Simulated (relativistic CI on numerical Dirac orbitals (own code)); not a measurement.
## Radial parameters of P8+

These numbers are calculated, not measured: Dirac-Coulomb-Breit CI, KLI orbitals optimised for each configuration, model QED (radiative potential, 1s self-energy scaled to tabulated hydrogen-like ionisation energies), unscaled Slater integrals (own radial code, finite nucleus).

Slater integrals F^k, G^k are unscaled and averaged over j, outside the closed core 1s2; ζ comes from projecting the Hamiltonian with its Breit term on Σ l·s of the shell.

- 2s²2p³: F^2(2p,2p) = 222410, ζ(2p) = 5654.3 cm⁻¹; <r>(2p) = 0.4248, <r^2>(2p) = 0.2206 (bohr units).
- 2s2p⁴: F^2(2p,2p) = 221120, G^1(2s,2p) = 255740, ζ(2p) = 5559 cm⁻¹; <r>(2s) = 0.4772, <r^2>(2s) = 0.2678, <r>(2p) = 0.4271, <r^2>(2p) = 0.2231 (bohr units).
- 2p⁵: ζ(2p) = 5472.8 cm⁻¹; <r>(2p) = 0.4304, <r^2>(2p) = 0.2267 (bohr units).

Averages of the first 10 configurations, taken without configuration mixing, which lowers the lowest level and can move excited configurations by several eV; other configurations of the list can lie among them:

```json
{"Configuration": "2s²2p³", "Parity": "odd", "States": "20", "Average energy above the lowest level (eV)": "10.6"}
{"Configuration": "2s2p⁴", "Parity": "even", "States": "30", "Average energy above the lowest level (eV)": "57.6"}
{"Configuration": "2p⁵", "Parity": "odd", "States": "6", "Average energy above the lowest level (eV)": "114.3"}
{"Configuration": "2s²2p²3s", "Parity": "even", "States": "30", "Average energy above the lowest level (eV)": "222.7"}
{"Configuration": "2p⁴3s", "Parity": "even", "States": "30", "Average energy above the lowest level (eV)": "315.2"}
{"Configuration": "2s²2p²3p", "Parity": "odd", "States": "90", "Average energy above the lowest level (eV)": "235.5"}
{"Configuration": "2p⁴3p", "Parity": "odd", "States": "90", "Average energy above the lowest level (eV)": "326.6"}
{"Configuration": "2s²2p²3d", "Parity": "even", "States": "150", "Average energy above the lowest level (eV)": "249.5"}
{"Configuration": "2p⁴3d", "Parity": "even", "States": "150", "Average energy above the lowest level (eV)": "340.3"}
{"Configuration": "2s2p³3s", "Parity": "odd", "States": "80", "Average energy above the lowest level (eV)": "264.0"}
```
